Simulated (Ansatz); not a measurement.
**Energy profile**

The step: SiH₄ + PH₃ → SiPH₅ ([SiH3][PH2]) + H₂; bonds formed: Si1–P7, H2–H6; bonds broken: Si1–H2, H6–P7 (atoms numbered as in the saddle structure below).

Si1  (-0.863, 0.616, -0.318)
H2  (-0.534, -1.151, -0.535)
H3  (-1.270, 0.681, -1.755)
H4  (-1.991, 0.313, 0.599)
H5  (-0.465, 2.039, -0.057)
H6  (0.183, -1.615, 0.306)
P7  (1.024, -0.386, 0.730)
H8  (2.182, 0.025, 1.511)
H9  (1.736, -0.522, -0.480)
(Å)

Electronic energies by CCSD(T) at an estimated basis limit (MP2 extrapolated from triple and quadruple zeta, plus CCSD(T) − MP2 in triple zeta), on PBE0-D4/def2-TZVP structures; SiPH₇, closed shell; no counterpoise correction. Program: Ansatz 0.2.0. Basis: def2-TZVPP and def2-QZVPP. Cores are frozen in the correlated methods. Extrapolation: Hartree–Fock as exp(−7.88 √X), correlation as X^−2.97.

Question: Give the profile in kcal/mol, counted from the separated reactants. (Judge from chemistry; the value comes from the calculation.)

Answer: The calculation gives:
| point | kcal/mol |
| --- | --- |
| separated: SiH₄ (Si1, H2, H3, H4, H5; singlet) + PH₃ (H6, P7, H8, H9; singlet) | 0.00 |
| start structure | -1.16 |
| saddle | 61.95 |
| end structure | -0.40 |
| separated: SiPH₅ (linked as [SiH3][PH2]; Si1, H3, H4, H5, P7, H8, H9; singlet) + H₂ (H2, H6; singlet) | 0.13 |

T1 diagnostic: at most 0.015.

For scale, one of the runs: CCSD(T)/def2-TZVPP, 182 basis functions, launched by `ansatz run in.yaml --threads 2 --pin off --events-out ev --progress --plain --max-ram 4352MiB`. Hardware: 2 CPU threads of an Intel Xeon, shared host. Wall time 18 s; peak host memory 1.7 GiB.
